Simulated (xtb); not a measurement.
xtb input (GFN2-xTB):

```bash
xtb mol.xyz --gfn 2 --ohess tight --chrg -1 --uhf 0
```
mol.xyz:
```
6

N      1.57082446     0.29501425    -0.73810958
Si     0.14635333    -0.01295824    -0.04186610
F     -0.64014536    -1.42816824    -0.27918703
F     -0.00419862     0.13296392     1.55578403
F     -1.04627663     1.01703143    -0.52038621
H      2.34517481    -0.26811271    -0.55316249
```

End of the output:

```
           -------------------------------------------------
          | TOTAL ENERGY              -19.764136038317 Eh   |
          | TOTAL ENTHALPY            -19.736077111063 Eh   |
          | TOTAL FREE ENERGY         -19.772687240888 Eh   |
          | GRADIENT NORM               0.000347583306 Eh/α |
          | HOMO-LUMO GAP               6.725230061382 eV   |
           -------------------------------------------------

------------------------------------------------------------------------
Note: The following floating-point exceptions are signalling: IEEE_DENORMAL
normal termination of xtb
------------------------------------------------------------------------
 total:
 SCF:
 ANC optimizer:
 analytical hessian:
```

It need not be the lowest isomer of its formula. Whether it binds its extra electron was not tested at this geometry.
